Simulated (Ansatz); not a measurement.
Saddle point of Si2H8SO, singlet (Si₂H₆O ([OH][SiH2][SiH3]) + H₂S → Si₂H₆S ([SiH3][SiH2][SH]) + H₂O; bonds formed: Si1–S7, O2–H6; bonds broken: Si1–O2, H6–S7), PBE0-D4/def2-TZVP structure:

| atom | x (Å) | y (Å) | z (Å) |
| --- | --- | --- | --- |
| Si1 | -0.3088 | -0.7079 | 0.4011 |
| O2 | 1.5118 | -0.8649 | 0.8107 |
| H3 | -0.9288 | -1.9331 | -0.1637 |
| H4 | -0.5473 | -0.9107 | 1.8841 |
| Si5 | -1.2628 | 1.3630 | -0.0810 |
| H6 | 1.8487 | -0.9825 | -0.1599 |
| S7 | 0.9141 | -0.5876 | -1.8072 |
| H8 | 1.7711 | -1.5363 | 1.4559 |
| H9 | -1.9815 | 1.2940 | -1.3786 |
| H10 | -2.2005 | 1.8215 | 0.9838 |
| H11 | -0.1619 | 2.3601 | -0.1877 |
| H12 | 1.3458 | 0.6843 | -1.7576 |

Energies are electronic, without zero-point energy. Barriers and step energies count from the start structure reached by relaxing down the imaginary mode; all methods use the PBE0-D4 structures, on which another method's saddle can fall below an end. Ansatz 0.2.0; basis: def2-TZVPP, with def2-QZVPP for the basis limit; cores frozen in the correlated methods. B3LYP uses VWN-RPA correlation. Extrapolation: Hartree–Fock as exp(−7.88 √X), correlation as X^−2.97.

```
      method  barrier (kcal/mol)  step energy (kcal/mol)
       SPW92               16.58                    3.88
      PBE-D4               22.78                    2.09
     BLYP-D4                   ?                    5.15
   r2SCAN-D4               26.27                    4.07
      B97M-V               29.55                    5.29
     PBE0-D4               25.73                    2.62
    B3LYP-D4                   ?                    5.48
  r2SCAN0-D4               27.88                    4.14
    BHLYP-D4               33.82                    6.51
CAM-B3LYP-D4               31.94                    6.81
     wB97X-V               31.09                    5.32
     wB97M-V               29.14                    5.26
      B2PLYP                   ?                    5.07
    PBE-QIDH               28.30                    3.44
  RPA on PBE               32.54                    5.72
          HF               44.16                    7.28
         MP2               29.58                    4.46
        CCSD               33.93                    5.55
     CCSD(T)               31.44                    5.03
```

Question: Fill in the withheld barriers. (An estimate is asked for; the value comes from the calculation.)

Answer: Computed: B3LYP-D4 30.31; BLYP-D4 28.28; B2PLYP 31.33 kcal/mol. Each is the energy of the saddle less that of the start structure, by the same method.

For comparison, the barrier by CCSD(T) at an estimated basis limit (MP2 extrapolated from triple and quadruple zeta, plus CCSD(T) − MP2 in triple zeta) is 30.39 kcal/mol.

T1 diagnostic: at most 0.013.

Labels in which every atom is bracketed show which atoms are joined, not bond orders.

For scale, one of the runs: CCSD(T)/def2-TZVPP, 269 basis functions, launched by `ansatz run in.yaml --threads 4 --pin off --events-out ev --progress --plain --max-ram 9574MiB`. Time: 2.8 min of wall clock on 4 CPU threads of an Arm Neoverse V1; the host was shared. Peak host memory: 6.3 GiB.
